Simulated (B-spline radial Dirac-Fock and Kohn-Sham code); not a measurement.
**Isotope-shift constants of the inner levels of Yb³⁺**

System: ytterbium as Yb³⁺, [Xe] 4f13.

Method: first-order field-shift and mass-shift constants from Dirac-Fock ground and hole states with a Fermi nucleus; the mass shift has no relativistic recoil terms. Computed with a radial atomic solver. A binding energy shifts by δE = F·δ⟨r²⟩ + (K_N + K_S)·δ(1/M); F is taken for a change of radius at fixed skin thickness and so holds the higher radial moments.

| level | F (meV/fm²) |
| --- | --- |
| K (1s) | -566.7 |
| L1 (2s) | -77.60 |
| L2 (2p1/2) | -0.2116 |
| L3 (2p3/2) | 3.362 |
| M1 (3s) | -17.18 |
| M2 (3p1/2) | -0.02969 |
| M3 (3p3/2) | 0.8812 |
| M4 (3d3/2) | 0.8124 |
| M5 (3d5/2) | 0.7757 |

The mass shift is not given and not included below: at this Z its relativistic corrections are large. It matters little for K lines but can be comparable with the field shift of L lines.

Field shifts alone in meV from A = 174 (mass 173.9389 u, rms radius 5.3108 fm); radii from Angeli and Marinova (2013).

```csv
A,mass (u),radius (fm),Kα1,Kα2,Kβ1,Lα1
154,153.9464,5.0875,+1323.6,+1315.3,+1317.9,-6.0
157,156.9427,5.1324,+1062.0,+1055.4,+1057.4,-4.8
162,161.9358,5.2054,+631.8,+627.9,+629.1,-2.9
164,163.9345,5.2307,+481.3,+478.3,+479.2,-2.2
165,164.9353,5.2399,+426.4,+423.7,+424.6,-1.9
166,165.9339,5.2525,?,?,?,?
167,166.9350,5.2621,+293.5,+291.7,+292.2,-1.3
172,171.9364,5.2995,+68.3,+67.9,+68.0,-0.3
173,172.9382,5.3046,+37.5,+37.3,+37.4,-0.2
175,174.9413,5.3135,-16.4,-16.2,-16.3,+0.1
```

Problem. What are the shifts for A = 166?

Solution. Kα1 +351.1 meV; Kα2 +348.9 meV; Kβ1 +349.5 meV; Lα1 -1.6 meV.
